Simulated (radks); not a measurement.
Gd-, configuration [Xe] 4f7 5d2 6s2. Calculated with a radial shooting solver on a logarithmic mesh with Libxc functionals: scalar-relativistic Kohn-Sham, r2SCAN, spin-polarised, spherical densities, finite nucleus; open shells are filled with parallel spins first (spin-orbit coupling, left out, can overturn this in heavy ions); meta-GGA in the generalised Kohn-Sham scheme; Fermi nuclear charge, rms radius 5.1569 fm; hard spherical wall at 12 bohr. Some entries of the table are withheld. Estimate them.

orbital,occ.,eigenvalue (hartree),r(max) (bohr)
1s up,1,-1843.481,0.01392
1s down,1,-1843.481,0.01392
2s up,1,-304.9504,0.07897
2s down,1,-304.9485,0.07897
2p up,3,-271.2252,0.06395
2p down,3,-271.2233,0.06395
3s up,1,-67.74216,0.2240
3s down,1,-67.61959,0.2239
3p up,3,-57.23918,0.2199
3p down,3,-57.11628,0.2198
3d up,5,-43.35977,0.1804
3d down,5,-43.26328,0.1802
4s up,1,-13.70180,0.5159
4s down,1,-13.40795,0.5156
4p up,3,-10.22285,0.5383
4p down,3,-9.92804,0.5379
4d up,5,-5.39104,0.5594
4d down,5,-5.09394,0.5589
5s up,1,-1.70171,1.193
5s down,1,-1.54618,1.211
5p up,3,-0.84935,1.349
5p down,3,-0.72643,1.374
4f up,7,-0.17160,0.5671
6s up,1,0.00414,3.556
6s down,1,0.03766,4.234
5d up,2,0.08471,(1)
6p up,0,0.09174,5.290
4f down,0,0.09977,0.5703
6p down,0,0.10247,6.199
5d down,0,0.13866,(2)
7s up,0,0.16042,(3)
7s down,0,0.19247,(4)
5f up,0,0.22461,(5)
5f down,0,0.24930,(6)

Answer. 
(1) 5d up r(max) (bohr): 1.977
(2) 5d down r(max) (bohr): 2.117
(3) 7s up r(max) (bohr): 8.388
(4) 7s down r(max) (bohr): 8.439
(5) 5f up r(max) (bohr): 8.285
(6) 5f down r(max) (bohr): 7.778
